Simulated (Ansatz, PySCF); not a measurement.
# From computed data to an observable: transport gap, exciton binding and injection barriers

C9H6N4, SMILES N12C3=CC=CC2=NC=NC1=NC=C3.

The structure is a stationary point at PBE0-D3(BJ)/def2-SVP.

Gas-phase, vertical values: ionisation energy 7.38 eV and electron affinity 0.90 eV from ΔSCF with PBE/def2-SVPD (Ansatz, a program for electronic structure); S1 1.97 eV and T1 1.71 eV from TDA-PBE/def2-SVP (PySCF). Assume, for the exercise, a film of permittivity 3.5, a cavity radius of 7.0 Å and electrodes of work function 4.7 eV (anode) and 3.6 eV (cathode), with aligned vacuum levels.

Q: Work out the fundamental gap and exciton binding energy in the gas phase, the levels in the film by Born's model, the injection barriers and the thermal weight of S1 against T1 at 298 K.

A: 
Fundamental gap IE − EA = 6.48 eV; exciton binding = gap − S1 = 4.51 eV.
Born polarisation P = (14.3996 eV Å / 2r)(1 − 1/ε) = 0.73 eV. Film: IE = 6.65 eV, EA = 1.63 eV, transport gap 5.02 eV; with S1 unchanged the binding falls to 3.05 eV.
Hole barrier IE − Φ(anode) = 1.95 eV; electron barrier Φ(cathode) − EA = 1.97 eV (a negative value means no barrier, and the level would pin).
ΔE(ST) = S1 − T1 = 0.26 eV, and the triplet has three sublevels, so the ratio S1/T1 is (1/3) exp(−ΔE/kT) = 1.3e-5 with kT = 0.02569 eV: too wide a gap for thermal return to the singlet. All inputs carry the errors of their functional, and relaxed states would shift them.
